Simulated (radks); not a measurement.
Values are calculated unless marked as measured or tabulated.
Species: Re50+. Configuration: [Ar] 3d7.

Code: a radial shooting solver on a logarithmic mesh with Libxc functionals. Model: scalar-relativistic Kohn-Sham, PBEsol, spin-polarised, spherical densities, finite nucleus; open shells are filled with parallel spins first (spin-orbit coupling, left out, can overturn this in heavy ions); Fermi nuclear charge, rms radius 5.3698 fm.

Energy parts (eV):
total: -398038.78
kinetic: 444702.84
electron-nucleus: -901037.29
Hartree: 64207.86
exchange-correlation: -5912.19

Orbitals (lengths in bohr, moments of r in powers of bohr; r(90%) holds 90 % of the orbital's charge):
orbital	occ.	eigenvalue (eV)	r(90%)	<r^4>	<r^2>	<1/r>
1s up	1	-74568.09	0.0329	5.460e-07	0.0004481	88.70
1s down	1	-74567.81	0.0329	5.460e-07	0.0004481	88.70
2s up	1	-15315.63	0.118	0.00008020	0.006827	20.83
2s down	1	-15301.80	0.118	0.00008004	0.006820	20.84
2p up	3	-13748.73	0.111	0.00006297	0.005653	18.81
2p down	3	-13737.60	0.111	0.00006279	0.005644	18.82
3s up	1	-5532.329	0.278	0.002546	0.04149	8.015
3s down	1	-5517.043	0.279	0.002557	0.04158	8.000
3p up	3	-5067.367	0.281	0.002631	0.04144	7.420
3p down	3	-5051.966	0.282	0.002645	0.04155	7.406
3d up	5	-4585.649	0.260	0.001866	0.03325	7.012
3d down	2	-4566.429	0.260	0.001883	0.03339	7.003

The highest occupied level is 3d down at -4566.4 eV. Spin moment in Bohr magnetons: 3. For comparison, the ionisation energy in NIST's Atomic Spectra Database is 4609 eV (theoretical). In exact Kohn-Sham theory the highest level is minus the ionisation energy, but local and semilocal functionals leave it too shallow, through self-interaction and a potential that decays too fast; potentials with the right tail come closer.
